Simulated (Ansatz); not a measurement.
**Cost against result**

The pair of CH₄ (SMILES C, atoms 1–5) and SbH₃ (SMILES [SbH3], atoms 6–9), both closed shells, in one local arrangement (a lower one may exist), relaxed at PBE0-D4/def2-TZVP:

C1  (-0.116, -0.043, -1.803)
H2  (-0.081, 0.062, -2.887)
H3  (0.900, -0.075, -1.410)
H4  (-0.636, -0.966, -1.546)
H5  (-0.646, 0.807, -1.374)
Sb6  (-0.252, -0.514, 2.057)
H7  (0.103, -0.105, 3.678)
H8  (-0.645, 1.106, 1.690)
H9  (1.373, -0.270, 1.596)
(Å)

Interaction energies are counterpoise-corrected; the time is that of the whole pair.

Computed with Ansatz 0.2.0 (basis: as named in each row); correlated methods freeze the cores. Filled d shells of the heavier atoms are correlated. Core potentials replace the inner electrons of the atoms past krypton. The def2 sets are not built for correlating such inner shells, so the correlated values are less sure here. B3LYP uses VWN-RPA correlation. Extrapolation: Hartree–Fock as exp(−7.88 √X), correlation as X^−2.97.

Times are rough, for one single point on 4 threads of a shared host (Arm Neoverse V2).

The estimate by CCSD(T) at an estimated basis limit (MP2 extrapolated from triple and quadruple zeta, plus CCSD(T) − MP2 in triple zeta) is -0.041 eV.

```tsv
method	basis	time (s)	interaction energy (eV)	method less estimate
SPW92	def2-SVP	under 1	-0.057	-0.015
PBE-D4	def2-SVP	under 1	-0.050	-0.009
PBE0-D4	def2-SVP	under 1	-0.046	-0.004
revPBE-D4	def2-TZVPPD	1	-0.050	-0.009
CCSD(T)	def2-SVP	1	-0.004	0.038
PBE-D4	def2-TZVPPD	1	-0.052	-0.011
BLYP-D4	def2-TZVPPD	1	-0.042	-0.001
PBE0-D4	def2-TZVPPD	2	-0.048	-0.007
HSE06-D4	def2-TZVPPD	2	-0.048	-0.007
B3LYP-D4	def2-TZVPPD	2	-0.045	-0.004
wB97M-V	def2-SVP	2	-0.031	0.010
r2SCAN-D4	def2-TZVPPD	2	-0.036	0.005
B2PLYP	def2-TZVPPD	3	-0.004	0.038
wB97X-V	def2-TZVPPD	4	-0.041	0.000
wB97M-V	def2-TZVPPD	4	-0.039	0.002
B97M-V	def2-TZVPPD	5	-0.039	0.002
MP2	def2-QZVPPD	9	-0.043	-0.001
CCSD(T)	def2-TZVPPD	56	-0.034	0.008
```

The T1 diagnostic stays at or below 0.015.
